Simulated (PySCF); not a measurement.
Species: CH9NOSi2.
Geometry (PBE0-D3(BJ)/def2-SVP, Å), atoms numbered from 1 in this order:
```xyz
14
CH9NOSi2 angstrom
C     -2.6176    0.4610   -0.0157
O     -1.3399   -0.1017   -0.0861
Si    -0.2220   -0.0097    1.1449
N      1.2225   -0.8382    0.7011
Si     2.5526   -0.2265   -0.2471
H     -3.2277    0.0154    0.7930
H     -2.5864    1.5550    0.1487
H     -3.1407    0.2815   -0.9677
H      0.1078    1.4234    1.4067
H     -0.7974   -0.6486    2.3690
H      1.2137   -1.8419    0.8644
H      3.8616   -0.5640    0.3934
H      2.3901    1.2549   -0.3155
H      2.5820   -0.7776   -1.6383
```

The closed-shell ground state was solved at several levels (PySCF, density fitting, gas phase, non-relativistic).

| level | basis functions | HOMO (eV) | LUMO (eV) | gap (eV) | dipole (D) |
| --- | --- | --- | --- | --- | --- |
| PBE/pcSseg-2 | 320 | -6.48 | -0.81 | 5.67 | 0.85 |
| wB97X-D/def2-SVPD | 183 | -9.68 | 1.80 | 11.48 | 0.92 |

(1) What might PBE0/pcSseg-1 (144 basis functions) give for the same quantities?

(2) Over all these levels, which gives the widest orbital gap and which the narrowest?

(3) How far do the dipole and the HOMO energy spread over the levels?

Results:

(1) HOMO -7.77 eV, LUMO 0.45 eV, gap 8.22 eV, dipole 0.96 D.

(2) wB97X-D/def2-SVPD (range-separated hybrid) has the widest, 11.48 eV, and PBE/pcSseg-2 (GGA) the narrowest, 5.67 eV. Functional and basis both differ between the two, so the spread mixes both effects.

(3) The dipole runs from 0.85 to 0.96 D (mean 0.91 D) and the HOMO from -9.68 to -6.48 eV.

One conformer stands for the species.
